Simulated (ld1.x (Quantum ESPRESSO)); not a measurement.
# An all-electron radial function and its pseudo partner (Al)

Columns: radius, all-electron u(r) and pseudo u(r) of the 2p shell (level -69.69 eV) of aluminium in the configuration [He] 2s2 2p6 3s2 3p1; Wu–Cohen, non-relativistic, TM scheme, ld1.x (Quantum ESPRESSO) 7.5.

```
r (bohr)  all-electron  pseudo
   0.045        0.1043  0.0395
   0.090        0.3176  0.1530
   0.135        0.5503  0.3259
   0.180        0.7608  0.5357
   0.225        0.9327  0.7562
   0.270        1.0623  0.9609
   0.315        1.1519  1.1284
   0.360        1.2060  1.2455
   0.405        1.2306  1.3088
   0.450        1.2312  1.3233
   0.495        1.2134  1.2997
   0.540        1.1815  1.2504
   0.585        1.1395  1.1872
   0.630        1.0904  1.1188
   0.675        1.0367  1.0508
   0.720        0.9803  0.9858
   0.765        0.9227  0.9242
   0.810        0.8651  0.8653
   0.855        0.8083  0.8083
   0.900        0.7530  0.7530
   0.945        0.6996  0.6996
   0.990        0.6484  0.6484
   1.035        0.5998  0.5998
   1.080        0.5538  0.5538
   1.125        0.5104  0.5104
   1.170        0.4698  0.4698
```

Problem. How many radial nodes do the two functions have?

Solution. The all-electron 2p function has n − l − 1 = 0; the pseudo-wave has 0.

Problem. At about which radius was the pseudo-wave matched?

Solution. 0.90 bohr. The columns agree to 0.0005 from 0.81 bohr on; several derivatives are matched, so the curves merge somewhat inside the radius.

Problem. Is the pseudo-wave norm-conserving?

Solution. Yes: the TM scheme keeps the norm inside the radius equal to the all-electron one, which fixes the energy derivative of the logarithmic derivative at the level.
